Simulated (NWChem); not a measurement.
## Correlation energy of Ga (+1)

```
Ga
```
Charge +1, spin multiplicity 1.

Everything below was run with NWChem.

Basis set: def2-TZVP. Each correlation energy counts from its own Hartree-Fock reference.

The Hamiltonian is non-relativistic. The correlated methods keep 9 core orbitals frozen. No row is a measurement; the coupled-cluster row has its own basis-set and correlation limits.

### Question
For the correlation energy, CR-CCSD(T) gives -173.9 mHa and CCSD gives -168.4 mHa. What do CCSD(T), MP2, CCSD+T(CCSD) give?

### Answer
CCSD(T): -174.9 mHa; MP2: -165.9 mHa; CCSD+T(CCSD): -176.1 mHa.
